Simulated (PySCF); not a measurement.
H₇NO₂Si₂, SMILES [Si@@H](O[SiH3])(N)O. Atoms are numbered in the order given.

```xyz
12

N     -2.1494     0.7001     0.5690
Si    -0.9596    -0.1152    -0.3562
O     -0.6079    -1.5800     0.3457
O      0.5203     0.6214    -0.4256
Si     2.0773     0.2709     0.0381
H     -1.9768     0.9479     1.5375
H     -2.7419     1.3882     0.1182
H     -1.4991    -0.2125    -1.7357
H     -1.3604    -2.0860     0.6641
H      2.1626     0.0712     1.5165
H      2.5838    -0.9529    -0.6504
H      2.9318     1.4331    -0.3399
```
Charge 0, spin multiplicity 1.

Geometry optimised at PBE0-D3(BJ)/def2-SVP. The structure was generated by enumeration; whether it is a known compound was not checked. Other conformers were not sampled.

Two levels are set side by side: PBE/pcSseg-1 (PySCF) and PBE0/pcSseg-1 (PySCF). GIAO shifts against H2O (¹⁷O), NH3 (¹⁵N), TMS (²⁹Si), TMS (¹H) at the same level; non-relativistic, no solvent, atoms listed together averaged. Differences are taken from unrounded values.

| quantity | PBE |
|---|---|
| δ(¹⁵N) of N1 (ppm) | 44.2 |
| δ(²⁹Si) of Si2 (ppm) | -44.4 |
| δ(¹⁷O) of O3 (ppm) | 62.8 |
| δ(¹⁷O) of O4 (ppm) | 57.9 |
| δ(²⁹Si) of Si5 (ppm) | -41.9 |
| δ(¹H) of H8 (ppm) | 5.06 |
| δ(¹H) of H9 (ppm) | 1.49 |

Question: These are the PBE values. What does PBE0 give? (An estimate is asked for; the answer gives what the named calculation found.)

Answer: 
```
quantity               PBE0  PBE minus PBE0
--------------------  -----  --------------
δ(¹⁵N) of N1 (ppm)     39.1             5.1
δ(²⁹Si) of Si2 (ppm)  -42.9            -1.5
δ(¹⁷O) of O3 (ppm)     53.9             8.9
δ(¹⁷O) of O4 (ppm)     47.7            10.2
δ(²⁹Si) of Si5 (ppm)  -39.5            -2.5
δ(¹H) of H8 (ppm)      4.79            0.27
δ(¹H) of H9 (ppm)      1.60           -0.11
```

Rough cost on one machine, each run with all the roots and properties that it gave: PBE0 against PBE within a factor of 2.
